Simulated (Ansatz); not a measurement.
Two isomers of C3H8BNO: A = `C=C(O)B(C)N`, B = `C/N=C(\C)BO`.

Computed with Ansatz on PBE0-D4/def2-TZVP structures; ΔE is electronic, products minus reactants. CCSD(T)/CBS adds triple-zeta CCSD(T) − MP2 to the extrapolated MP2 energy (def2 sets, frozen cores). Functionals use def2-TZVPP. B3LYP here is the variant with VWN-RPA as its local correlation; programs differ in this. Each species was taken in one conformer, which may not be the lowest.

A:

```xyz
14

C    -1.926    0.467    0.534
C    -0.613    0.587    0.733
O    -0.185    1.351    1.794
B     0.460   -0.186   -0.117
C     0.174   -0.683   -1.579
N     1.709   -0.402    0.481
H    -2.647    0.961    1.174
H    -2.295   -0.154   -0.270
H     0.730    1.599    1.641
H    -0.686   -1.361   -1.596
H    -0.090    0.153   -2.234
H     1.017   -1.213   -2.031
H     1.898   -0.225    1.454
H     2.453   -0.893    0.015
```

B:

```xyz
14

C    -0.6056   -0.6070    1.9647
N    -0.9704    0.1591    0.7981
C    -0.1634    0.1851   -0.1951
C     1.1550   -0.5380   -0.2279
B    -0.6468    1.0442   -1.4153
O     0.1601    1.1174   -2.5017
H    -0.4600   -1.6679    1.7240
H    -1.3911   -0.5289    2.7162
H     0.3338   -0.2507    2.4065
H     1.6724   -0.3721   -1.1720
H     1.0128   -1.6154   -0.0935
H     1.8039   -0.2036    0.5882
H    -1.6986    1.6180   -1.3863
H    -0.2021    1.6598   -3.2058
```

(1) Which is lower in electronic energy at CCSD(T)/CBS, and by how much? (An estimate is asked.)

(2) Give E(B) − E(A) in kcal/mol with B2PLYP, ωB97M-V, B3LYP, MP2/def2-TZVPP, PBE0-D4, CCSD/def2-TZVPP, CCSD(T)/def2-TZVPP. (Estimate.)

Largest T1 diagnostic: 0.012.

Answers

(1) Computed: A, by 11.4 kcal/mol.

(2) Computed: B2PLYP 10.9, ωB97M-V 12.3, B3LYP 11.4, MP2/def2-TZVPP 10.7, PBE0-D4 12.8, CCSD/def2-TZVPP 10.5, CCSD(T)/def2-TZVPP 10.5. None reverses the order clearly.

In def2-TZVPP, CCSD(T) changes the Hartree–Fock value by +1.3 kcal/mol (the triples alone add −0.1 kcal/mol) and MP2 by +1.5 kcal/mol.
